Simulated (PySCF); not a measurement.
A species of formula C4H3FN2 has this rotational fingerprint, computed with PBE0/pcSseg-1 in PySCF (dipole) on a GFN2-xTB geometry, gas phase:

```
Rotational constants : A = 6131, B = 2770, C = 1908 MHz
Dipole components    : |μa| = 1.52 D, |μb| = 0.07 D, |μc| = 0.00 D
Inertial defect      : 0.00 u·Å²
κ                    : -0.59
```

Question: Which structure is it? (One computed conformer of each.)
A. `n1ccnc(c1)F`
B. `c1c(cnnc1)F`
C. `CC(F)(C#N)C#N`

Answer: A. It is Fc1cnccn1, an asymmetric top, point group Cs. The candidates at the same level (rigid rotor, commonest isotopes):

```tsv
SMILES	A (MHz)	B (MHz)	C (MHz)	μa (D)	μb (D)	μc (D)	Δ (u·Å²)	point group	rotor
Fc1ccnnc1	6226	2648	1858	2.17	2.16	0.00	0.00	Cs	asymmetric top
Fc1cnccn1	6131	2770	1908	1.52	0.07	0.00	0.00	Cs	asymmetric top
CC(F)(C#N)C#N	3410	2403	1966	0.00	3.06	1.99	-101.51	Cs	asymmetric top
```

`Fc1ccnnc1` has B 4 % too low; `CC(F)(C#N)C#N` has A 44 % too low. In the right answer the mirror of this Cs structure is the ab plane, so μc vanishes by symmetry. No structure here is proved a minimum.
